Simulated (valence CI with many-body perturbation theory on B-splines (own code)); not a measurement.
Which ion has this spectrum?

A relativistic CI+MBPT calculation for an atom or ion with 5 electrons gives these levels (eV):

| J | Parity | E | g |
| --- | --- | --- | --- |
| 1/2 | odd | 0.00 | 0.66 |
| 3/2 | odd | 2.16 | 1.33 |
| 1/2 | even | 26.18 | 2.67 |
| 3/2 | even | 26.98 | 1.73 |
| 5/2 | even | 28.08 | 1.60 |
| 3/2 | even | 46.86 | 0.80 |
| 5/2 | even | 46.92 | 1.20 |
| 1/2 | even | 59.14 | 1.82 |
| 1/2 | even | 62.54 | 0.85 |
| 3/2 | even | 63.54 | 1.33 |
| 3/2 | odd | 82.20 | 2.00 |
| 3/2 | odd | 92.95 | 0.81 |
| 5/2 | odd | 93.08 | 1.20 |
| 1/2 | odd | 104.22 | 0.66 |

The energies are calculated, with errors of perhaps 400 cm⁻¹, more in some levels.

(1) Which is it?
A. Si9+
B. S11+
C. Ca15+
D. Cl12+

Results:

(1) D. Cl12+, ground level 2s²2p ²P°_1/2.
